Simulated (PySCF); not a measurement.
## How methods differ on the ionisation energy of In

In [Kr] 4d10 5s2 5p1 (2P) → In⁺ [Kr] 4d10 5s2 (1S), as a difference of total energies. Computed with PySCF 2.14 in ANO-RCC-VTZP (7s6p4d2f1g, 68 functions), with the spin-free X2C one-electron Hamiltonian (Gaussian nucleus). Correlated levels: valence: [Kr] 4d10 frozen; valence and next inner shell: [Ar] 3d10 frozen. The calculations carry no spin-orbit coupling.

```json
{"method": "UHF", "ionisation energy (eV)": "5.218", "error (eV)": "-0.385"}
{"method": "LDA", "ionisation energy (eV)": "5.759", "error (eV)": "+0.156"}
{"method": "PBE", "ionisation energy (eV)": "5.620", "error (eV)": "+0.017"}
{"method": "PBE0", "ionisation energy (eV)": "5.646", "error (eV)": "+0.043"}
{"method": "r2SCAN", "ionisation energy (eV)": "5.738", "error (eV)": "+0.135"}
{"method": "wB97X-V", "ionisation energy (eV)": "5.547", "error (eV)": "-0.056"}
{"method": "BP86", "ionisation energy (eV)": "5.767", "error (eV)": "+0.164"}
{"method": "MN15", "ionisation energy (eV)": "5.752", "error (eV)": "+0.149"}
{"method": "MP2 (valence)", "ionisation energy (eV)": "5.374", "error (eV)": "-0.229"}
{"method": "SCS-MP2 (valence)", "ionisation energy (eV)": "5.356", "error (eV)": "-0.247"}
{"method": "MP2 (valence and next inner shell)", "ionisation energy (eV)": "5.429", "error (eV)": "-0.174"}
{"method": "SCS-MP2 (valence and next inner shell)", "ionisation energy (eV)": "5.373", "error (eV)": "-0.230"}
```

Reference: 5.603 eV (measured; NIST levels, between the centres of gravity of the two terms).

Errors of the correlated levels include the incompleteness of this basis and the frozen core.
